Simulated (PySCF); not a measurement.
C4H7FSi, SMILES C=C[SiH](F)C=C. Atoms are numbered in the order given.

```xyz
13

Si    -0.2386     0.0536     0.3822
F      0.5409     1.4132     0.8464
C     -1.0231     0.4559    -1.2540
C     -0.8949     1.6578    -1.8284
C      0.9683    -1.3536     0.2594
C      0.8752    -2.4422     1.0328
H     -1.2409    -0.2780     1.4359
H     -1.6033    -0.3184    -1.7736
H     -1.3486     1.8934    -2.7976
H     -0.3258     2.4601    -1.3464
H      1.7729    -1.3075    -0.4863
H      1.5715    -3.2841     0.9464
H      0.0929    -2.5425     1.7945
```
Charge 0, spin multiplicity 1.

Geometry optimised at PBE0-D3(BJ)/def2-SVP. One conformer was computed; it need not be the lowest.

Level of theory: PySCF with PBE/pcSseg-1.

GIAO shieldings, no solvent; atoms listed in one row are averaged. δ = σ(ref) − σ: ²⁹Si against TMS (σ = 335.4 ppm); ¹⁹F against CFCl3 (σ = 133.6 ppm); ¹³C against TMS (σ = 182.0 ppm); ¹H against TMS (σ = 31.49 ppm), references at their B3LYP-D3(BJ)/def2-TZVP geometries, non-relativistic.

Task: Estimate the chemical shifts. (The exact figures need the calculation; the answer reports its results.)

Result: 
```tsv
nucleus	atoms	count	δ (ppm)
²⁹Si	Si1	1	5.7
¹⁹F	F2	1	-234.4
¹³C	C6	1	147.5
¹³C	C4	1	145.8
¹³C	C5	1	144.5
¹³C	C3	1	141.5
¹H	H10	1	6.78
¹H	H9	1	6.76
¹H	H12	1	6.76
¹H	H11	1	6.72
¹H	H13	1	6.60
¹H	H8	1	6.41
¹H	H7	1	5.54
```
